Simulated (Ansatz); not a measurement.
Program: Ansatz. Geometries: PBE0-D4/def2-TZVP. ΔE: electronic, gas phase. CCSD(T)/CBS is the MP2 limit (def2-TZVPP, def2-QZVPP) plus CCSD(T) − MP2 in def2-TZVPP, frozen cores. Functionals use def2-TZVPP. B3LYP here is the variant with VWN-RPA as its local correlation; programs differ in this. def2 core potentials past Kr. For Sn outer-core shells are correlated without core-valence functions, which leaves a few kJ/mol of doubt a bond. Each species was taken in one conformer, which may not be the lowest.

Reaction (redistribution): `[SH][Sn][SH]` + `CC(C)OBS` → `CC(C)[O][Sn][SH]` + `SBS`

```tsv
level	ΔE (kJ/mol)
PBE0-D4	91.8
B2PLYP	93.2
B3LYP	99.9
MP2/def2-TZVPP	85.3
CCSD/def2-TZVPP	93.1
MP2/def2-QZVPP	84.2
SCS-MP2/def2-QZVPP	87.5
HF/CBS(def2)	116.3
```

(1) What does CCSD(T)/CBS give? (Best estimate.)

Largest T1 diagnostic among the species: 0.016.

## Answers

(1) Computed: +86.6 kJ/mol. The listed levels differ from it by 5.2, 6.6, 13.3, -1.3, 6.5, -2.4, 0.9, 29.7 kJ/mol.

In def2-TZVPP, CCSD(T) changes the Hartree–Fock value by −28.4 kJ/mol (the triples alone add −4.9 kJ/mol) and MP2 by −31.4 kJ/mol. The D4 term adds −10.3 kJ/mol with B3LYP and −5.6 kJ/mol with PBE0; it sums over pairs of atoms, weighted by their polarisabilities, and B3LYP, whose exchange is more repulsive, gets the larger term. From PBE to PBE0 (25 % exact exchange), in def2-TZVPP and without D4, ΔE moves by +7.6 kJ/mol.
